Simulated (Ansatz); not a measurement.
B₂FH₅Si, SMILES `BB[SiH2]F`. Total charge 0; spin multiplicity 1.

```xyz
9

B     0.9428    1.4406    0.4279
B    -0.4056    0.5564    0.4181
Si   -0.5147   -1.2399   -0.4657
F     0.8648   -1.6958   -1.1535
H     1.7709    1.3234    1.2886
H     1.1980    2.2155   -0.4523
H    -1.4375    0.8937    0.9307
H    -0.8678   -2.2784    0.5405
H    -1.5508   -1.2156   -1.5343
```

List the harmonic frequencies (cm⁻¹, unscaled) at PBE0-D4/def2-TZVP in Ansatz. (Best estimate.)

Ansatz gave: 90, 95, 266, 303, 347, 543, 552, 679, 755, 819, 850, 897, 924, 954, 1001, 1155, 2210, 2215, 2564, 2602, 2630.

Is this a minimum?

Yes, all 21 modes are real.

Give the ideal-gas thermochemistry at 298.15 K and 1 bar (rigid rotor, harmonic oscillator; point group Cs, symmetry number 1).

Zero-point energy 134.3 kJ/mol; H(298) − E = 153.9 kJ/mol; entropy 327.9 J/(mol·K), of which translation 162.5, rotation 106.9, vibration 58.5; G(298) − E = 56.1 kJ/mol. Modes under 100 cm⁻¹ are hindered rotations or soft bends, so the harmonic entropy is rough.

And at 400, 500, 600, 800 and 1000 K?


```tsv
T (K)	H − E (kJ/mol)	S (J/mol/K)	G − E (kJ/mol)
400	165.1	360.1	21.0
500	177.7	388.3	-16.4
600	191.6	413.6	-56.5
800	222.2	457.4	-143.7
1000	255.4	494.4	-239.0
```

Rotational constants (cm⁻¹)?

0.3422, 0.1194, 0.09349.
